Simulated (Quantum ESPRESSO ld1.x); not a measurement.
Question: The aim is the zinc ion Zn+ in [Ar] 3d10 4s1. This ld1.x (Quantum ESPRESSO 7.5) run was made with `OMP_NUM_THREADS=1 ld1.x < ld1.in > ld1.out`. Can the result be used? Name any fault.

```
 &input
    zed=30.0,
    iswitch=1,
    rel=2,
    dft='PBE',
    config='[Ar] 3d10 4s1',
    lsmall=.true.,
    dx=0.2,
    prefix='ld1',
    max_out_wfc=37,
    file_charge='ld1.rho',
 /
```

Output (excerpt):

```
     Program LD1 v.7.5 starts

     --------------------------- All-electron run ----------------------------

     dirac relativistic calculation

     atomic number is 30.00
     dft =PBE   lsd =0 sic =0 latt =0  beta=0.20 tr2=1.0E-14
     Exchange-correlation= PBE
                           (   1   4   3   4   0   0   0)
     mesh =  81 r(mesh) =  99.36527 a.u. xmin = -8.00 dx = 0.20000
     1 Ry =  13.60569312 eV, c = 137.03599908

     n l j   nl                  e(Ry)          e(Ha)          e(eV)
     Spin orbit split results
     1 0 0.5 1S 1( 2.00)      -700.6762      -350.3381     -9533.1853
     2 0 0.5 2S 1( 2.00)       -85.7368       -42.8684     -1166.5092
     2 1 0.5 2P 1( 2.00)       -75.5983       -37.7992     -1028.5673
     2 1 1.5 2P 1( 4.00)       -73.8856       -36.9428     -1005.2649
     3 0 0.5 3S 1( 2.00)       -10.2006        -5.1003      -138.7857
     3 1 0.5 3P 1( 2.00)        -6.9906        -3.4953       -95.1118
     3 1 1.5 3P 1( 4.00)        -6.7629        -3.3814       -92.0138
     3 2 1.5 3D 1( 4.00)        -1.4595        -0.7298       -19.8576
     3 2 2.5 3D 1( 6.00)        -1.4310        -0.7155       -19.4693
     4 0 0.5 4S 1( 1.00)        -1.0342        -0.5171       -14.0712
     Averaged results
     1 0     1S 1( 2.00)      -700.6762      -350.3381     -9533.1853
     2 0     2S 1( 2.00)       -85.7368       -42.8684     -1166.5092
     2 1     2P 1( 6.00)       -74.4565       -37.2283     -1013.0324
     3 0     3S 1( 2.00)       -10.2006        -5.1003      -138.7857
     3 1     3P 1( 6.00)        -6.8388        -3.4194       -93.0465
     3 2     3D 1(10.00)        -1.4424        -0.7212       -19.6246
     4 0     4S 1( 1.00)        -1.0342        -0.5171       -14.0712

     final scf error:  2.0E-15 reached in  31 iterations

     Etot =   -3592.423205 Ry,   -1796.211602 Ha,  -48877.407694 eV

     Ekin =    3657.437346 Ry,    1828.718673 Ha,   49761.970153 eV
     Encl =   -8643.524746 Ry,   -4321.762373 Ha, -117601.145200 eV
     Eh   =    1537.414418 Ry,     768.707209 Ha,   20917.588772 eV
     Exc  =    -143.750223 Ry,     -71.875111 Ha,   -1955.821418 eV
```

Answer: No (inaccurate). The line at issue: dx=0.2. The radial step is too large to integrate the orbitals; the run ends without a warning, but the energy is off by -0.4901 hartree against the default mesh. The sound input gives -1795.722 hartree.
